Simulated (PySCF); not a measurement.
C$_{4}$H$_{11}$BO (SMILES CCB(C)OC), singlet, geometry from GFN2-xTB, atoms displaced at random by about 0.03 Å a coordinate; HF/STO-3G, gradient (PySCF).

Here is a job for PySCF.
```python
from pyscf import gto, scf

mol = gto.M(
    atom='''
B     0.26287387    0.21002801    0.28989185
C     0.48954750    1.55100123    0.97286398
H     1.32346785    1.55972458    1.72917874
H    -0.37061691    1.92621078    1.46317497
H     0.83471395    2.33698364    0.20698175
C    -0.81510036    0.07377747   -0.81502559
C    -1.65872897    1.16479650   -1.26826092
H    -1.55818877   -0.82284863   -0.52050279
H    -0.38046012   -0.43854050   -1.71596756
H    -1.00968765    2.05167219   -1.63449819
H    -2.19984360    1.58203518   -0.42056348
H    -2.36122852    0.97000438   -2.00582066
O     0.97817545   -0.80871520    0.70432777
C     0.97613498   -2.11895596    0.21333386
H     1.15411683   -2.18256158   -0.80947621
H     1.72998415   -2.76886138    0.78344083
H    -0.07095685   -2.60234553    0.44227758
''',
    basis='sto-3g',
    verbose=4,
)

mf = scf.RHF(mol)
mf.conv_tol = 1e-11
mf.kernel()
g = mf.nuc_grad_method()
grad = g.kernel()
```

What the program printed (banner, timings and long lists left out):

```
PySCF version 2.14.0

[INPUT] verbose = 4
[INPUT] num. atoms = 17
[INPUT] num. electrons = 48
[INPUT] charge = 0
[INPUT] spin (= nelec alpha-beta = 2S) = 0
[INPUT] symmetry False subgroup None
[INPUT] Mole.unit = angstrom
[INPUT] Symbol           X                Y                Z      unit          X                Y                Z       unit  Magmom
[...]
nuclear repulsion = 236.148154348597
number of shells = 29
number of NR pGTOs = 123
number of NR cGTOs = 41
basis = sto-3g
ecp = {}

******** <class 'pyscf.scf.hf.RHF'> ********
method = RHF
initial guess = minao
damping factor = 0
level_shift factor = 0
DIIS = <class 'pyscf.scf.diis.CDIIS'>
diis_start_cycle = 1
diis_space = 8
diis_damp = 0
SCF conv_tol = 1e-11
SCF conv_tol_grad = None
SCF max_cycles = 50
direct_scf = True
direct_scf_tol = 1e-13
Set gradient conv threshold to 3.16228e-06
Initial guess from minao.
init E= -255.328991314639
[...]
cycle= 1 E= -254.203249288433  delta_E= 1.13  |g|= 0.451  |ddm|= 4.71
[...]
cycle= 2 E= -254.272402048364  delta_E= -0.0692  |g|= 0.15  |ddm|= 0.755
[...]
cycle= 3 E= -254.278951640873  delta_E= -0.00655  |g|= 0.0326  |ddm|= 0.208
[...]
cycle= 4 E= -254.279428656996  delta_E= -0.000477  |g|= 0.00468  |ddm|= 0.0658
[...]
cycle= 5 E= -254.279437575432  delta_E= -8.92e-06  |g|= 0.00108  |ddm|= 0.00837
[...]
cycle= 6 E= -254.279438304045  delta_E= -7.29e-07  |g|= 0.000206  |ddm|= 0.00265
[...]
cycle= 7 E= -254.279438330325  delta_E= -2.63e-08  |g|= 4.04e-05  |ddm|= 0.000529
[...]
cycle= 8 E= -254.279438331298  delta_E= -9.73e-10  |g|= 7.62e-06  |ddm|= 9.87e-05
[...]
cycle= 9 E= -254.279438331338  delta_E= -3.93e-11  |g|= 2.41e-06  |ddm|= 1.68e-05
[...]
cycle= 10 E= -254.279438331342  delta_E= -4.83e-12  |g|= 5.85e-07  |ddm|= 5.8e-06
[...]
Extra cycle  E= -254.279438331341  delta_E= 9.09e-13  |g|= 2.64e-07  |ddm|= 1.14e-06
converged SCF energy = -254.279438331341

******** <class 'pyscf.grad.rhf.Gradients'> for <class 'pyscf.scf.hf.RHF'> ********
unit = Eh/Bohr
--------------- RHF gradients ---------------
         x                y                z
0 B     0.0144269377     0.0080013048     0.0098048158
1 C    -0.0822088661    -0.0703457397    -0.0039508179
2 H     0.0268280993     0.0077020476     0.0198010649
3 H     0.0225794254    -0.0096393423    -0.0071497677
4 H     0.0227029965     0.0327499945    -0.0293714584
5 C     0.0291132689     0.1638713563     0.0308638495
6 C    -0.0307067065    -0.1377705128    -0.0209545779
7 H    -0.0442968538    -0.0557764841     0.0033870495
8 H    -0.0020176195    -0.0203859680    -0.0193093493
9 H     0.0310278705     0.0418415202    -0.0113590152
10 H     0.0035180237     0.0006619577     0.0021638890
11 H     0.0281428472     0.0210359251     0.0371777629
12 O    -0.0338795507     0.0010348537    -0.0214053846
13 C     0.0551669323     0.0641844117    -0.0825939065
14 H    -0.0112181158     0.0029697939     0.0540558320
15 H     0.0219715174    -0.0301208120     0.0218525794
16 H    -0.0511502065    -0.0200143065     0.0169874347
----------------------------------------------
```
